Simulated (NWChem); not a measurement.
Lowest excitation of Cl$_{2}$Sn

```xyz
3

Sn     0.0000     0.0000     0.6266
Cl     1.8492     0.0000    -0.9215
Cl    -1.8492     0.0000    -0.9215
```
Charge 0, spin multiplicity 1.

Everything below was run with NWChem. The geometry was optimised at PBE/def2-SVP with def2 effective core potentials on Sn, a minimum by its harmonic frequencies.

Basis set: def2-SVPD.

Effective core potentials replace the inner electrons of Sn; spin-orbit coupling is left out. The correlated methods keep 14 core orbitals frozen. B3LYP has NWChem's definition, with VWN1-RPA local correlation. The structure started from a generated list of species. Coupled-cluster values serve here as a point of comparison, not as the truth.

Task: For the lowest vertical singlet excitation energy, CIS gives 4.37 eV and EOM-CCSD gives 3.97 eV. What do TD-PBE, TD-PBE0, TD-B3LYP give?

Result: TD-PBE: 3.48 eV; TD-PBE0: 3.79 eV; TD-B3LYP: 3.67 eV.
